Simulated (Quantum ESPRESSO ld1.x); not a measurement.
The mean radii <r> (bohr) of the occupied orbitals of an atom or ion are listed with their occupations. Calculated with ld1.x of Quantum ESPRESSO 7.5: scalar-relativistic Kohn-Sham, revPBE, spin-unpolarised, spherical densities, point nucleus.

| orbital | occ. | <r> |
|---|---|---|
| 1s | 2 | 0.02035 |
| 2s | 2 | 0.08500 |
| 2p | 6 | 0.07514 |

Name the element and its charge.

Answer. Z = 68, erbium, charge +58: Er58+ in [Ne]. The 1s radius gives Z: for a bare nucleus <r> = (2 gamma + 1)/(2Z) with gamma = sqrt(1 - (Z/c)^2), 0.02012 bohr for Z = 68, and screening makes it slightly larger (0.02035 here). The occupations add up to 10, and the charge is Z minus that.
